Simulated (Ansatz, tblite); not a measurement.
Isomers of Sn₂Cl₄ (singlet), found by a short tight-binding search and relaxed with PBE-D4/def2-SVP in Ansatz.

In the def2 sets Sn takes a core potential; there is no spin–orbit coupling. The xTB rows come from tblite. Correlated methods freeze 28 core orbitals; core or outer-core shells of Sn are correlated, in sets that lack core-valence functions.

Other spin states weren't relaxed.

A:

Cartesian coordinates in Å:
```
Sn -0.654 1.070 0.932
Sn 0.654 -1.070 -0.932
Cl -0.213 -1.535 1.611
Cl -2.020 -0.546 -0.787
Cl 0.213 1.535 -1.612
Cl 2.020 0.546 0.787
```

B:

```xyz
6

Sn   -0.088   -0.751   -2.069
Sn    0.207    0.854    1.240
Cl   -1.861   -0.013   -0.277
Cl   -0.448   -0.353    3.230
Cl    1.390   -1.266    0.040
Cl    0.801    1.529   -2.164
```

Problem. Estimate which lies lowest at each level, and how far above it the others are (kcal/mol).

Solution. 
```tsv
level	A	B
GFN1-xTB	4.5	0.0
GFN2-xTB	34.5	0.0
HF/def2-SVP	36.1	0.0
PBE-D4/def2-TZVP	21.9	0.0
r2SCAN-D4/def2-TZVP	24.0	0.0
PBE0-D4/def2-TZVP	24.3	0.0
ωB97X-V/def2-TZVP	26.5	0.0
ωB97M-V/def2-TZVP	23.9	0.0
MP2/def2-SVP	28.9	0.0
CCSD/def2-SVP	30.7	0.0
CCSD(T)/def2-SVP	29.1	0.0
```
Point groups (tolerance 0.1 Å): A D4h, B Cs. Lower isomers may exist.
